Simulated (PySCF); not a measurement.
## UHF on Ti²⁰⁺ (titanium, charge +20)

Configuration: 1s2, closed-shell 1S. All numbers are calculated (PySCF 2.14, scalar relativity by spin-free X2C-1e, in an even-tempered Gaussian basis (17 s from 18 bohr⁻², ratio 2.2; 7 p from 28 bohr⁻², ratio 2.4; 4 d from 85 bohr⁻², ratio 2.4; 3 f from 130 bohr⁻², ratio 2.4; 3 g from 190 bohr⁻², ratio 2.4)).

```
Total energy             : -473.320871 hartree
One-electron energy      : -487.0410 hartree
Hartree (Coulomb) energy : 27.4402 hartree
Exchange energy          : -13.7201 hartree
⟨S²⟩                     : 0.0000
⟨L²⟩                     : 0.000
Sum of ⟨r⟩               : 0.1370 bohr
Sum of ⟨r²⟩              : 0.01260 bohr²
```

```json
{"shell": "1s", "electrons": "2", "mean orbital energy (hartree)": "-229.80038", "rms radius, mean of both spins (bohr)": "0.0794"}
```

Densities and radii are taken from the X2C orbitals without a picture-change correction, which distorts them close to the nucleus.
